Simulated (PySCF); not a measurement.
A PySCF script (with the pyscf-properties extension) for the NMR shieldings of `C=CCBP`, C3H8BP, on a GFN2-xTB geometry:

```python
import basis_set_exchange as bse
import numpy as np
from pyscf import gto, dft
from pyscf.prop import nmr

atoms = """
C     1.895214   -0.249225    0.856505
C     1.134127   -0.142639   -0.217186
C     0.160333    0.963008   -0.467038
B    -1.361025    0.532835   -0.490557
P    -1.887055   -1.254653   -0.427462
H     2.568215   -1.077025    1.003227
H     1.880045    0.494751    1.637353
H     1.167815   -0.905727   -0.986849
H     0.302515    1.756314    0.273394
H     0.389311    1.422066   -1.436236
H    -2.176429    1.352900   -0.685962
H    -1.061046   -1.740457    0.563924
H    -3.016410   -1.151661    0.359158
"""
names = dict.fromkeys(["C", "B", "P", "H"], "pcSseg-1")
basis = {el: gto.basis.parse(bse.get_basis(n, elements=[el], fmt="nwchem")) for el, n in names.items()}
mol = gto.M(atom=atoms, basis=basis, charge=0, verbose=0)
mf = dft.RKS(mol, xc="PBE0")
mf.grids.level = 2
mf.grids.alignment = dft.numint.BLKSIZE   # the property module wants whole blocks of grid points
mf.conv_tol = 1e-9
mf.kernel()

calc = nmr.RKS(mf)   # GIAO
C = mf.mo_coeff
Co = C[:, mf.mo_occ > 0]
resp = mf.gen_response(singlet=True, hermi=2)
def vind(x):   # induced exchange potential for any number of trial vectors
    d = np.einsum("pi,xij,qj->xpq", C, 2 * x.reshape(-1, C.shape[1], Co.shape[1]), Co, optimize=True)
    return np.einsum("xpq,pi,qj->xij", resp(d - d.transpose(0, 2, 1)), C, Co, optimize=True).ravel()
mo1, _ = nmr.rhf.solve_mo1(calc, with_cphf=vind)
sigma = calc.kernel(mo1)
for i, s in enumerate(sigma):   # ppm
    w = np.linalg.eigvalsh((s + s.T) / 2)
    print("%2d %-2s iso %8.1f  s11 %8.1f  s22 %8.1f  s33 %8.1f" % (i, mol.atom_pure_symbol(i), w.mean(), *w))
```

**Question.** Give the expected output.

**Answer.** 
```
 0 C  iso     66.7  s11    -44.2  s22     87.6  s33    156.7
 1 C  iso     39.3  s11    -85.2  s22     41.9  s33    161.1
 2 C  iso    143.4  s11    125.3  s22    149.8  s33    155.1
 3 B  iso      5.3  s11    -99.2  s22    -16.2  s33    131.4
 4 P  iso    511.7  s11    415.9  s22    516.3  s33    602.7
 5 H  iso     26.4  s11     23.3  s22     25.7  s33     30.1
 6 H  iso     26.5  s11     23.2  s22     26.0  s33     30.1
 7 H  iso     25.3  s11     22.8  s22     25.3  s33     27.9
 8 H  iso     29.1  s11     25.3  s22     29.2  s33     32.9
 9 H  iso     29.1  s11     25.0  s22     27.8  s33     34.6
10 H  iso     22.8  s11     15.1  s22     26.6  s33     26.6
11 H  iso     28.7  s11     23.1  s22     28.6  s33     34.4
12 H  iso     29.0  s11     24.5  s22     25.9  s33     36.6
```

These numbers come from an equivalent density-fitted implementation of the same equations, which agrees with the script to about 0.01 ppm for H and up to a few tenths of a ppm for heavy atoms, so last digits may differ.

Size and cost of the density-fitted run: 132 basis functions, 11 s wall time on 1 thread of an AMD EPYC 7B13, shared host; peak memory 0.63 GiB.
